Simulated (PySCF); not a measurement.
## Computed data sheet: SiEt(NMe2)3, `CC[Si](N(C)C)(N(C)C)N(C)C`

Compound: SiEt(NMe2)3, C8H23N3Si.
Geometry (PBE0-D3(BJ)/def2-SVP, Å), atoms numbered from 1 in this order:
```
atom  x, y, z in Å
Si1   -0.1586    0.0933    0.1961
C2    -0.1077    0.0893    2.0858
C3     1.0876   -0.6615    2.6722
H4    -1.0549   -0.3052    2.4945
H5    -0.0661    1.1469    2.3993
H6     1.1080   -0.6090    3.7726
H7     1.0833   -1.7286    2.3985
H8     2.0381   -0.2467    2.3028
N9     1.4428    0.1277   -0.4917
C10    2.3132    1.2534   -0.2808
C11    2.0918   -1.0276   -1.0472
H12    3.1501    1.0199    0.4096
H13    1.7522    2.0985    0.1471
H14    2.7675    1.6056   -1.2285
H15    1.3691   -1.8462   -1.1737
H16    2.5319   -0.8109   -2.0410
H17    2.9154   -1.4022   -0.4046
N18   -0.9305    1.5533   -0.3524
C19   -2.0987    2.0700    0.3080
C20   -0.6461    2.1872   -1.6112
H21   -2.0078    3.1559    0.5080
H22   -2.2581    1.5712    1.2756
H23   -3.0221    1.9268   -0.2899
H24    0.2324    1.7212   -2.0792
H25   -1.4931    2.1086   -2.3251
H26   -0.4339    3.2680   -1.4867
N27   -0.9939   -1.3323   -0.3533
C28   -1.0896   -2.5667    0.3746
C29   -1.4682   -1.4120   -1.7097
H30   -2.1233   -2.9637    0.3548
H31   -0.8158   -2.4259    1.4296
H32   -0.4324   -3.3639   -0.0333
H33   -1.4621   -0.4172   -2.1786
H34   -0.8564   -2.0860   -2.3451
H35   -2.5091   -1.7879   -1.7478
```

From PBE0-D3(BJ)/def2-SVP geometry optimisation, gas phase (PySCF):

```yaml
Point_group: C1
Rotational_constants_A_B_C: 0.784, 0.721, 0.646 GHz
```

**B3LYP/def2-SVPD ground state and vertical TDDFT (core frozen in the response) (PySCF)**

```yaml
Dipole_moment: 0.15 D
HOMO_energy: -5.67 eV
LUMO_energy: 0.23 eV
HOMO–LUMO_gap: 5.90 eV
Lowest_singlet_excitation: 5.14 eV (241 nm, f = 0.008)
Strongest_line_among_the_10_lowest_singlet_transitions: S9 at 5.96 eV (208 nm, f = 0.032)
Lowest_triplet_excitation_Tamm–Dancoff: 5.08 eV
Static_isotropic_polarisability: 150.0 au
Electronic_spatial_extent_⟨r²⟩_about_the_centre_of_nuclear_charge: 2522 bohr²
```

KT2/pcSseg-1 ground state and GIAO shieldings, non-relativistic (PySCF):

```yaml
13C_chemical_shifts_computed_TMS_as_zero_by_class: 39.5 (C10/C11/C19/C20/C28/C29), 11.5 (C3), 9.8 (C2) ppm
1H_chemical_shifts_computed_TMS_as_zero_by_class: 2.55 (H12 and 17 like it), 0.98 (H6/H7/H8), 0.81 (H4/H5) ppm
Isotropic_shieldings_of_nuclei_other_than_C_and_H_by_class: 225 (N9/N18/N27), 376 (Si1) ppm
```

Monoisotopic mass (most abundant isotopes): 189.1661 u.

The largest Löwdin shares of the HOMO are 0.29 on N18, 0.26 on N27, 0.05 on C20 and 0.04 on N9. No computed singlet falls in the visible range (750 to 380 nm, 1.65 to 3.26 eV); S1 lies 1.88 eV above its blue end. The dipole matches unit charges of opposite sign 0.03 Å apart (1 e·Å = 4.8032 D). The principal polarisabilities are 145.2, 149.7 and 155.2 au; their mean is the isotropic value. In wavenumbers S1 is 41400 cm⁻¹ (1 eV = 8065.54 cm⁻¹).

One conformer (not necessarily the lowest) at the PBE0-D3(BJ)/def2-SVP geometry, without solvent or vibrations. NMR classes are plain means over equivalent atoms (diastereotopic ones count apart unless rotation or inversion swaps them), as if these changed places fast; in this geometry the members of some classes differ.

For the NMR shielding job (KT2/pcSseg-1), on an Intel Xeon 6975P-C with 2 threads, shared host with 192 logical CPUs at a one-minute load of 18, this took 65 s wall, 2.4 min CPU and 2.1 GiB of memory at its peak.
